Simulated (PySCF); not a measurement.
GeHFCl2, SMILES [Cl][GeH]([F])[Cl]. Atoms are numbered in the order given.

```xyz
5

Ge     0.3345    -0.3237     0.0000
F     -0.6378    -1.7721     0.0000
Cl    -0.1995     0.7950    -1.7557
Cl    -0.1995     0.7950     1.7557
H      1.8212    -0.7217     0.0000
```

Coordinates come from a PBE-D3(BJ)/def2-SVP optimisation.

The numbers are results of PBE0/pcSseg-1 in PySCF, not measurements.

GIAO shieldings, no solvent; atoms alike by connectivity are averaged. δ = σ(ref) − σ: ⁷³Ge against GeH4 (σ = 1658.3 ppm); ¹⁹F against CFCl3 (σ = 167.2 ppm); ³⁵Cl against HCl (σ = 945.9 ppm); ¹H against TMS (σ = 31.56 ppm), references at their B3LYP-D3(BJ)/def2-TZVP geometries, non-relativistic (without spin–orbit terms, shifts of atoms bonded to Cl or Br come out too high).

```json
[
 {"nucleus": "⁷³Ge", "atoms": "Ge1", "count": "1", "δ (ppm)": "412.0"},
 {"nucleus": "¹⁹F", "atoms": "F2", "count": "1", "δ (ppm)": "-119.6"},
 {"nucleus": "³⁵Cl", "atoms": "Cl3, Cl4", "count": "2", "δ (ppm)": "146.2"},
 {"nucleus": "¹H", "atoms": "H5", "count": "1", "δ (ppm)": "7.20"}
]
```
